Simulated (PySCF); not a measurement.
## Correlation energy of Co⁺ (cobalt, charge +1)

[Ar] 3d8, high-spin 3F determinant. Computed with PySCF 2.14 in def2-TZVPPD (6s6p4d2f1g, 67 functions), with no relativity, point nucleus. Frozen: [Ar]; 8 electrons correlated.

| level | correlation energy (mhartree) |
| --- | --- |
| CCSD | -256.20 |
| (T) | -8.17 |
| CCSD(T) | -264.37 |

Diagnostics: T1 = 0.013, D1 = 0.0192, largest double amplitude 0.025.

Is a single reference adequate?

Yes: T1 lies below 0.03 and no double amplitude reaches 0.07.
